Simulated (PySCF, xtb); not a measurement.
C2H5ClFNSi, SMILES Cl[Si@@H](N)/C=C/F.

xtb with GFN2-xTB at its own geometry gives an orbital gap of 4.36 eV and a dipole moment of 2.97 D.

Coordinates come from a TPSSh-D3(BJ)/def2-SVP optimisation. The structure was generated by enumeration; whether it is a known compound was not checked. Other conformers were not sampled.

**Question.** What does PBE/def2-TZVP (PySCF) give? (Estimate from the structure and the level; the computed values follow.)

**Answer.** gap 4.96 eV (levels -6.56 and -1.61 eV), dipole 1.89 D.
